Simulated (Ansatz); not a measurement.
Total energies of B$_{2}$FGaH$_{4}$, SMILES `[BH2][Ga]([BH2])[F]`.

Cartesian coordinates in Å:
```
B -0.815 0.362 1.760
Ga -0.214 0.311 -0.237
B 1.097 -0.771 -1.447
F -1.069 1.553 -1.187
H -0.254 1.042 2.569
H -1.733 -0.296 2.158
H 2.235 -0.433 -1.602
H 0.754 -1.768 -2.014
```

Total charge 0; spin multiplicity 1. Correlated methods include outer-core shells of Ga, which these sets cover unevenly. Scalar relativity is left out up to krypton. The geometry is a stationary point of PBE0-D4/def2-TZVP. Basis def2-TZVPP, the Gaussian-basis code of Ansatz.

RPA on PBE orbitals: Hartree–Fock energy of these orbitals -2074.35548 Eh, correlation -1.11046 Eh (frozen core).

| functional | energy without D4 (Eh) | D4 term (kJ/mol) |
| --- | --- | --- |
| LDA (SPW92) | -2072.53725 | – |
| PBE | -2076.33394 | -12.2 |
| revPBE | -2076.62838 | -32.8 |
| BLYP | -2076.85255 | -26.3 |
| r2SCAN | -2076.72701 | -2.9 |
| B97M-V | -2076.43452 | – |
| PBE0 | -2076.39057 | -10.4 |
| B3LYP | -2076.88770 | -20.0 |
| r2SCANh | -2076.70991 | -3.1 |
| r2SCAN0 | -2076.68587 | -3.5 |
| HSE06 (plane-wave form) | -2076.38158 | -9.8 |
| BHLYP | -2076.73703 | -17.1 |
| CAM-B3LYP | -2076.88007 | -10.8 |
| LC-ωPBE | -2076.47038 | – |
| ωB97X-V | -2076.60017 | – |
| ωB97M-V | -2076.65398 | – |
| B2PLYP | -2076.34753 | – |
| PBE-QIDH | -2076.03358 | – |

B3LYP takes the VWN-RPA correlation (the form of Gaussian; ORCA's B3LYP/G). HSE06 is the plane-wave form, built on full-range PBE exchange. The double hybrids freeze the cores in their second-order part.

LC-ωPBE has ω = 0.4 bohr⁻¹.
